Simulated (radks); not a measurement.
Results of a calculation; reference values are marked as such.
Question: Ga V, configuration [Ar] 3d9 (the NIST ground configuration). Level of theory: scalar-relativistic Kohn-Sham, exchange-only LDA, spin-polarised, spherical densities, point nucleus; open shells are filled with parallel spins first (a radial shooting solver on a logarithmic mesh with Libxc functionals). Some entries of the table are withheld. Estimate them.

orbital,occ.,eigenvalue (hartree),r(max) (bohr)
1s up,1,-377.3246,0.03183
1s down,1,-377.3242,0.03183
2s up,1,-48.43190,0.1828
2s down,1,-48.40057,0.1827
2p up,3,-42.47885,0.1465
2p down,3,-42.45481,0.1464
3s up,1,-7.50163,0.5637
3s down,1,-7.44855,0.5639
3p up,3,-5.69992,(1)
3p down,3,-5.64786,(2)
3d up,5,-2.74820,0.5228
3d down,4,-2.69747,0.5240
4s up,0,-1.83544,1.613
4s down,0,-1.81876,1.619
4p up,0,-1.43679,(3)
4p down,0,-1.42353,(4)

Answer: 
(1) 3p up r(max) (bohr): 0.5645
(2) 3p down r(max) (bohr): 0.5649
(3) 4p up r(max) (bohr): 1.811
(4) 4p down r(max) (bohr): 1.822
